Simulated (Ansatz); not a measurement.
Born–Oppenheimer molecular dynamics of CH₆BNSi (10 atoms, charge 0, multiplicity 1). It starts from a relaxed structure.

Method: RKS PBE/6-31G in Ansatz.

* ensemble: NVE (velocity Verlet)
* time step: 0.25 fs
* steps asked: 600
* starting velocities drawn for: 200 K
* masses: H 2.014 u
* seed: 613731

First frame:

```xyz
10
Properties=species:S:1:pos:R:3
B -0.551 1.038 -0.777
Si -1.440 0.142 0.624
C 0.306 -0.800 0.640
N 0.829 0.219 -0.422
H -0.499 1.921 -1.587
H -2.733 -0.498 1.067
H 0.365 -1.815 0.217
H 0.934 -0.741 1.543
H 1.195 -0.272 -1.254
H 1.594 0.805 -0.050
```

(1) What does the run give?

(2) What happens to the structure?

(3) How do temperature and energy run in time?

Answers

(1) All steps were run.

```json
{
  "steps done": "600",
  "time covered": "150 fs",
  "mean temperature over the second half": "98 K",
  "spread of the potential energy over the second half": "2.0 meV per atom",
  "mean potential energy of the second half above the start": "10.6 meV per atom"
}
```

The conserved energy stayed within 0.016 meV per atom of its start (net change 0.015 meV per atom), so the integration is sound. The temperature averaged 0.49 of the 200 K drawn at the start: a run that starts near a minimum puts about half its kinetic energy into the potential. A run of 0.15 ps of so small a system gives no equilibrium averages. Limits of this set-up: no polarisation functions.

(2) The same pairs are bonded in the first frame and the last. Pairs count as bonded within 1.25 times the sum of covalent radii (0.12 Å more for H–H). The details hang on the random start.

(3) 
```tsv
time (fs)	T (K)	potential energy less start (eV)	conserved less start (meV/atom)
0.0	200	0.000	0.00
5.0	91	0.113	0.01
10.0	43	0.163	0.01
15.0	109	0.094	0.01
20.0	117	0.086	0.01
25.0	82	0.122	0.01
30.0	109	0.095	0.01
35.0	124	0.079	0.01
40.0	73	0.132	0.01
45.0	102	0.101	0.01
50.0	116	0.087	0.01
55.0	85	0.119	0.01
60.0	90	0.114	0.01
65.0	110	0.093	0.01
70.0	114	0.089	0.01
75.0	87	0.117	0.01
80.0	86	0.118	0.01
85.0	134	0.069	0.01
90.0	87	0.117	0.01
95.0	79	0.125	0.01
100.0	116	0.087	0.01
105.0	104	0.100	0.01
110.0	86	0.119	0.01
115.0	98	0.105	0.01
120.0	140	0.062	0.01
125.0	75	0.130	0.01
130.0	76	0.129	0.01
135.0	114	0.089	0.01
140.0	110	0.093	0.01
145.0	86	0.118	0.01
150.0	93	0.111	0.01
```

Run time: 14 min on 1 thread of Intel(R) Xeon(R) 6975P-C (Granite Rapids), on a shared host, peak memory 0.13 GiB.
